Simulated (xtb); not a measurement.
xtb input (GFN1-xTB):

```bash
xtb mol.xyz --gfn 1 --opt tight --chrg 0 --uhf 0
```
mol.xyz:
```
16

C      2.38493299    -0.00020220    -0.27073730
C      1.34695161    -1.10650509    -0.16192757
N     -0.00633845    -0.67583757    -0.49277614
C     -0.92687635    -1.80172012    -0.54096098
Ge    -0.67524303     0.85419548     0.32197696
H      3.38483488    -0.41195546    -0.12565728
H      2.24048067     0.77476387     0.48479876
H      2.34390852     0.47214424    -1.25338516
H      1.61232112    -1.90967050    -0.85984750
H      1.39380003    -1.55384155     0.84660851
H     -1.92358664    -1.46935566    -0.83266982
H     -0.58526374    -2.52465907    -1.28935233
H     -1.01397196    -2.33954992     0.41730263
H      0.10536000     2.08488853    -0.16116959
H     -2.14759318     0.94387179    -0.10828776
H     -0.58819286     0.78053588     1.86958477
```

Output:

```
           -------------------------------------------------
          |                Calculation Setup                |
           -------------------------------------------------

           -------------------------------------------------
          |                 G F N 1 - x T B                 |
           -------------------------------------------------

        Reference                      10.1021/acs.jctc.7b00118
      * Hamiltonian:
        H0-scaling (s, p, d)           1.850000    2.250000    2.000000
        zeta-weighting                 0.000000
      * Dispersion:
        s8                             2.400000
        a1                             0.630000
        a2                             5.000000
        s9                             0.000000
      * Repulsion:
        kExp                           1.500000
        rExp                           1.000000
      * Coulomb:
        alpha                          2.000000
        third order                    atomic
        anisotropic                    false
      * Halogen bond correction:
        rad-scale                      1.300000
        damping                        0.440000

          ...................................................
          :                      SETUP                      :
          :.................................................:
          :  # basis functions                  48          :
          :  # atomic orbitals                  47          :
          :  # shells                           33          :
          :  # electrons                        32          :
          :  # halogen bonds                     0          :
          :  max. iterations                   250          :
          :  Hamiltonian                  GFN1-xTB          :
          :  restarted?                      false          :
          :  GBSA solvation                  false          :
          :  PC potential                    false          :
          :  electronic temp.          300.0000000     K    :
          :  accuracy                    1.0000000          :
          :  -> integral cutoff          0.2500000E+02      :
          :  -> integral neglect         0.1000000E-07      :
          :  -> SCF convergence          0.1000000E-05 Eh   :
          :  -> wf. convergence          0.2000000E-04 e    :
          :  Broyden damping             0.4000000          :
          :  net charge                          0          :
          :  unpaired electrons                  0          :
          ...................................................

 iter      E             dE          RMSdq      gap      omega  full diag
   1    -17.1585211 -0.171585E+02  0.680E+00    5.11       0.0  T
   2    -17.2155884 -0.570672E-01  0.414E+00    3.03       1.0  T
   3    -17.0778238  0.137765E+00  0.261E+00    6.37       1.0  T
   4    -17.2817770 -0.203953E+00  0.471E-01    4.62       1.0  T
   5    -17.2857187 -0.394165E-02  0.122E-01    4.15       1.0  T
   6    -17.2860507 -0.332015E-03  0.881E-02    4.36       1.0  T
   7    -17.2862254 -0.174741E-03  0.445E-02    4.32       1.0  T
[...]
        26                         -0.0699482              -1.9034
        27                         -0.0677027              -1.8423
       ...                                ...                  ...
        47                          0.5790719              15.7573
      -------------------------------------------------------------
                  HL-Gap            0.1604285 Eh            4.3655 eV
             Fermi-level           -0.3052055 Eh           -8.3051 eV

  Mulliken/CM5 charges         n(s)   n(p)   n(d)
     1C    -0.08122 -0.22599   1.014  3.067  0.000
     2C     0.09853  0.04721   1.009  2.892  0.000
     3N    -0.38493 -0.62481   1.532  3.853  0.000
     4C     0.07075 -0.01815   0.988  2.941  0.000
     5Ge    0.21157  0.05842   1.393  2.057  0.339
     6H     0.02962  0.08150   0.970  0.000  0.000
     7H     0.03514  0.08953   0.965  0.000  0.000
     8H     0.04181  0.09668   0.958  0.000  0.000
     9H     0.01893  0.08383   0.981  0.000  0.000
    10H     0.01436  0.07749   0.986  0.000  0.000
    11H     0.03101  0.09274   0.969  0.000  0.000
    12H     0.02292  0.08417   0.977  0.000  0.000
    13H     0.01913  0.07903   0.981  0.000  0.000
    14H    -0.04101  0.02845   1.041  0.000  0.000
    15H    -0.04242  0.02726   1.042  0.000  0.000
    16H    -0.04418  0.02263   1.044  0.000  0.000

Wiberg/Mayer (AO) data.
largest (>0.10) Wiberg bond orders for each atom

 ---------------------------------------------------------------------------
     #   Z sym  total        # sym  WBO       # sym  WBO       # sym  WBO
 ---------------------------------------------------------------------------
     1   6 C    3.998 --     2 C    1.022     6 H    0.987     8 H    0.972
                             7 H    0.962
     2   6 C    3.980 --     1 C    1.022     9 H    0.980    10 H    0.970
                             3 N    0.966
     3   7 N    3.134 --     5 Ge   1.045     4 C    0.981     2 C    0.966
     4   6 C    3.983 --    12 H    0.986     3 N    0.981    13 H    0.972
                            11 H    0.964
     5  32 Ge   3.991 --     3 N    1.045    15 H    0.917    14 H    0.914
                            16 H    0.906
     6   1 H    1.005 --     1 C    0.987
     7   1 H    1.005 --     1 C    0.962
     8   1 H    1.006 --     1 C    0.972
     9   1 H    1.014 --     2 C    0.980
    10   1 H    1.006 --     2 C    0.970
    11   1 H    1.009 --     4 C    0.964
    12   1 H    1.014 --     4 C    0.986
    13   1 H    1.006 --     4 C    0.972
    14   1 H    0.999 --     5 Ge   0.914
    15   1 H    0.996 --     5 Ge   0.917
    16   1 H    0.996 --     5 Ge   0.906
 ---------------------------------------------------------------------------
Note: The following floating-point exceptions are signalling: IEEE_DENORMAL
normal termination of xtb

Topologies differ in total number of bonds
Writing topology from bond orders to xtbtopo.mol

 dipole moment from electron density (au)
     X       Y       Z
   0.2480  -0.6382   0.3312  total (Debye):    1.933

           -------------------------------------------------
          |                Geometry Summary                 |
           -------------------------------------------------

      molecular mass/u    :      133.7538093
   center of mass at/Å    :       -0.0751445       0.0886767       0.0334674
  moments of inertia/u·Å² :        0.1270670E+03   0.2177352E+03   0.3238858E+03
rotational constants/cm⁻¹ :        0.1326673E+00   0.7742262E-01   0.5204808E-01

 * 15 selected distances

     #   Z          #   Z                                           value/Å
     1   6 C        2   6 C                                       1.5190696
     2   6 C        3   7 N                                       1.4726656
     3   7 N        4   6 C                                       1.4712428
     3   7 N        5  32 Ge                                      1.8867319 (max)
     1   6 C        6   1 H                                       1.0894095 (min)
     1   6 C        7   1 H                                       1.0954429
     1   6 C        8   1 H                                       1.0927129
     2   6 C        9   1 H                                       1.0956339
     2   6 C       10   1 H                                       1.1006954
     4   6 C       11   1 H                                       1.0955493
     4   6 C       12   1 H                                       1.0915997
     4   6 C       13   1 H                                       1.0975456
     5  32 Ge      14   1 H                                       1.4874536
     5  32 Ge      15   1 H                                       1.4874264
     5  32 Ge      16   1 H                                       1.4983743

 * 5 distinct bonds (by element types)

   Z      Z             #   av. dist./Å        max./Å        min./Å
   1 H    6 C           8     1.0948237     1.1006954     1.0894095
   6 C    6 C           1     1.5190696     1.5190696     1.5190696
   6 C    7 N           2     1.4719542     1.4726656     1.4712428
   1 H   32 Ge          3     1.4910848     1.4983743     1.4874264
   7 N   32 Ge          1     1.8867319     1.8867319     1.8867319

optimized geometry written to: xtbopt.xyz

           -------------------------------------------------
          | TOTAL ENERGY              -17.113868843429 Eh   |
          | GRADIENT NORM               0.000252414867 Eh/α |
          | HOMO-LUMO GAP               4.365480855758 eV   |
           -------------------------------------------------

------------------------------------------------------------------------
------------------------------------------------------------------------
 total:
 SCF:
 ANC optimizer:
```
